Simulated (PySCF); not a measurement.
**Electron correlation in As⁻ (arsenic, charge -1)**

Starting occupation: [Ar] 3d10 4s2 4p4, 4p1/2 with m_j = -1/2, +1/2, 4p3/2 with m_j = +1/2, +3/2. Calculation: PySCF 2.14, in x2c-TZVPall-2c with one added diffuse shell each of s, p, d type (7s8p5d1f, 63 functions); X2C-1e with screened-nucleus spin-orbit coupling, Gaussian nucleus. Frozen: [Ne]; 24 electrons correlated.

MP2 pair energies summed by pair of shells (mhartree):

```
 pair   energy  share (%)
3d-3d  -101.72       26.7
3d-3p   -82.05       21.5
4p-4s   -46.55       12.2
4p-4p   -43.07       11.3
3p-3p   -24.46        6.4
3d-3s   -19.83        5.2
3d-4p   -18.45        4.8
3d-4s   -14.56        3.8
3p-3s   -11.68        3.1
4s-4s    -9.99        2.6
3p-4s    -3.48        0.9
3p-4p    -3.16        0.8
3s-3s    -1.51        0.4
3s-4p    -0.62        0.2
3s-4s    -0.52        0.1
```

Total MP2 correlation energy: -381.66 mhartree.

The GHF reference relaxed away from the jj start to a determinant that is no pure jj level (⟨S²⟩ = 2.03, ⟨J²⟩ = 6.06); the energies belong to that determinant.

This basis was not built for core-valence correlation, so the inner-shell part is incomplete.
